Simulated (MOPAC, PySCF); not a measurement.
H₄S₄Si, SMILES `S[Si](S)(S)S`, neutral singlet in the gas phase. 

Cartesian coordinates (Å):
```xyz
9

S      0.2967    -1.6535    -1.2991
Si    -0.0005     0.0005     0.0032
S      1.8307     1.0804     0.0351
S     -1.6817     1.0646    -0.7464
S     -0.4480    -0.4893     2.0232
H      1.4107    -2.0682    -0.6686
H      1.3994     1.9661     0.9516
H     -1.1819     1.1607    -1.9920
H     -1.6301    -1.0563     1.7206
```
Charge 0, spin multiplicity 1.

All levels are single points at this geometry (PBE0-D3(BJ)/def2-TZVP); Pople sets use spherical d functions. Orbital energies aren't observables, and empty levels follow the basis.

M06-2X/6-31G* in PySCF gives gap (eV) = 9.29.

**Question.** Estimate the gap (eV) from each of these levels: PBE0-D3(BJ)/def2-TZVP in PySCF; B3LYP/3-21G in PySCF; B3LYP/LANL2DZ in PySCF; BP86/6-31G* in PySCF; HF/6-31G* in PySCF; HF/STO-3G in PySCF; AM1 in MOPAC; PM6 in MOPAC.

**Answer.** 
```json
[
 {"level": "PBE0-D3(BJ)/def2-TZVP in PySCF", "gap (eV)": "7.16"},
 {"level": "B3LYP/3-21G in PySCF", "gap (eV)": "6.93"},
 {"level": "B3LYP/LANL2DZ in PySCF", "gap (eV)": "6.91"},
 {"level": "BP86/6-31G* in PySCF", "gap (eV)": "5.16"},
 {"level": "HF/6-31G* in PySCF", "gap (eV)": "13.94"},
 {"level": "HF/STO-3G in PySCF", "gap (eV)": "15.99"},
 {"level": "AM1 in MOPAC", "gap (eV)": "7.65"},
 {"level": "PM6 in MOPAC", "gap (eV)": "8.49"}
]
```
